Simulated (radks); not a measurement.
Species: Tc5+. Configuration: [Kr] 4d1 5s1 (not the ground configuration). Calculated with a radial shooting solver on a logarithmic mesh with Libxc functionals: scalar-relativistic Kohn-Sham, LDA (Slater exchange, Perdew-Wang correlation), spin-polarised, spherical densities, finite nucleus; open shells are filled with parallel spins first (spin-orbit coupling, left out, can overturn this in heavy ions); Fermi nuclear charge, rms radius 4.4112 fm.

Normalised radial functions P(r) = r R(r), r in bohr:

| r | 4s up | 4p up | 5s up |
|---|---|---|---|
| 0.002688 | 0.0906 | 0.0033 | 0.0437 |
| 0.003528 | 0.1128 | 0.0054 | 0.0545 |
| 0.004668 | 0.1395 | 0.0090 | 0.0673 |
| 0.006127 | 0.1684 | 0.0145 | 0.0813 |
| 0.008106 | 0.1994 | 0.0238 | 0.0962 |
| 0.01064 | 0.2269 | 0.0379 | 0.1095 |
| 0.01408 | 0.2460 | 0.0604 | 0.1188 |
| 0.01848 | 0.2462 | 0.0929 | 0.1188 |
| 0.02445 | 0.2147 | 0.1403 | 0.1035 |
| 0.03209 | 0.1405 | 0.2012 | 0.0676 |
| 0.04246 | 0.0121 | 0.2748 | 0.0055 |
| 0.05618 | -0.1583 | 0.3450 | -0.0768 |
| 0.07375 | -0.3232 | 0.3807 | -0.1563 |
| 0.09758 | -0.4135 | 0.3397 | -0.1990 |
| 0.1281 | -0.3347 | 0.1839 | -0.1591 |
| 0.1695 | -0.0412 | -0.0976 | -0.0151 |
| 0.2224 | 0.3571 | -0.4074 | 0.1771 |
| 0.2943 | 0.6294 | -0.5872 | 0.3000 |
| 0.3863 | 0.4992 | -0.4531 | 0.2158 |
| 0.5111 | -0.0781 | 0.0321 | -0.0862 |
| 0.6709 | -0.7658 | 0.6365 | -0.3953 |
| 0.8877 | -1.1462 | 1.0459 | -0.4303 |
| 1.165 | -1.0066 | 1.0246 | -0.0649 |
| 1.542 | -0.5693 | 0.6733 | 0.4926 |
| 2.04 | -0.2016 | 0.2913 | 0.8031 |
| 2.677 | -0.0431 | 0.0802 | 0.6711 |
| 3.543 | -0.0043 | 0.0114 | 0.3163 |
| 4.65 | -0.0002 | 0.0008 | 0.0822 |
| 6.153 | 0.0000 | 0.0000 | 0.0095 |

4s up: eigenvalue -141.59 eV, 3 radial nodes at r = 0.0434, 0.175, 0.496 bohr, <r> = 1.03 bohr, 90 % of the charge inside 1.48 bohr. 4p up: eigenvalue -112.38 eV, 2 radial nodes at r = 0.155, 0.504 bohr, <r> = 1.11 bohr, 90 % of the charge inside 1.63 bohr. 5s up: eigenvalue -52.460 eV, 4 radial nodes at r = 0.0433, 0.173, 0.477, 1.20 bohr, <r> = 2.25 bohr, 90 % of the charge inside 3.16 bohr.
